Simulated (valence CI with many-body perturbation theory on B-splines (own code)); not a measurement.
## Energy levels of Ru XIV

Method: valence CI with perturbative core correlation (CI+MBPT): three valence electrons over a frozen Dirac-Fock core [Ar] 3d10, radial functions for each j: 11 s, 11 p, 9 d, 7 f, 5 g, 2 h, 1 i, with the one-electron correlation potential Σ1, the two-electron term Σ2, the three-electron term Σ3, Breit, model QED; selected CI, second order for the rest (own B-spline code, finite nucleus).

No measured levels were compared; by estimate levels hold to about 250 cm⁻¹ or 0.2 % of their energy and the worst to 1 %, as in measured heavy ions of charge 2 to 7; those with d or f electrons hold less well.

Levels 46 to 69 of 69, with energies above the lowest level, 4s2.4p 2P°_1/2. "Leading %" is the weight of the configuration and term that name the level; weights of strongly mixed levels are sums over their largest components and can fall short. Lifetimes count E1, E2, E3, M1 and M2 decay at the calculated energies, and are blank where another channel may lead or the interval is too uncertain; long ones can be off by a factor of two.

```
No.  Configuration  Term    J  E (eV)  Leading %  Lifetime  Second component      g
 46         4p2.4d    2F  5/2  123.09         60   85.9 ps    34 % 4p2.4d 4F  0.917
 47         4p2.4d    2F  7/2  124.12         45   82.8 ps    29 % 4p2.4d 4F  1.139
 48         4p2.4d    4F  7/2  124.55         50   59.3 ps    30 % 4p2.4d 4D  1.279
 49         4p2.4d    2P  3/2  124.60         43   30.1 ps    36 % 4p2.4d 4D  1.115
 50         4p2.4d    4D  1/2  124.81         84   36.7 ps    13 % 4p2.4d 2P  0.104
 51         4p2.4d    4F  9/2  125.61         63   68.3 ps    32 % 4p2.4d 2G  1.255
 52         4p2.4d    4D  5/2  126.54         62   32.2 ps    14 % 4p2.4d 4F  1.272
 53         4p2.4d    4D  3/2  126.67         45   24.2 ps    44 % 4p2.4d 2P  1.243
 54         4p2.4d    2G  7/2  127.93         63   62.0 ps    12 % 4p2.4d 4F  1.000
 55         4p2.4d    4D  7/2  129.50         54   53.2 ps    29 % 4p2.4d 2F  1.287
 56         4p2.4d    2P  1/2  129.58         70   17.3 ps    10 % 4p2.4d 4D  0.863
 57         4p2.4d    4P  5/2  130.11         55   8.00 ps    36 % 4p2.4d 2D  1.425
 58         4p2.4d    2G  9/2  130.18         56   82.9 ps    33 % 4p2.4d 4F  1.188
 59         4p2.4d    4P  3/2  130.59         45   8.13 ps    26 % 4p2.4d 2D  1.322
 60         4p2.4d    4P  1/2  131.91         69   7.30 ps    20 % 4p2.4d 2P  2.120
 61         4p2.4d    2D  5/2  132.21         48   9.09 ps    16 % 4p2.4d 4P  1.208
 62         4p2.4d    2D  3/2  133.20         46   9.07 ps    41 % 4p2.4d 4P  1.208
 63         4p2.4d    2D  3/2  133.54         84   18.1 ps     4 % 4p2.4d 2P  0.840
 64         4s2.5p   2P°  1/2  134.03         96   13.8 ps                    0.666
 65         4p2.4d    2F  5/2  134.20         46   7.11 ps    15 % 4p2.4d 4P  1.048
 66         4p2.4d    2P  1/2  134.58         66   11.6 ps    20 % 4p2.4d 2S  0.984
 67         4p2.4d    2F  7/2  135.49         68   7.39 ps  22 % 4s.4p.4f 2F  1.134
 68         4s2.5p   2P°  3/2  135.91         96   14.0 ps                    1.334
 69         4p2.4d    2S  1/2  137.11         62   9.89 ps    19 % 4p2.4d 4P  1.927
```

Names give the largest LS component (configuration and term), which can be under half, so a name can repeat, a term be missing and a line seem to break the LS rules; names also repeat where a configuration has a term twice.

Where two levels of one J and parity lie close, their mixing, g and order are uncertain.
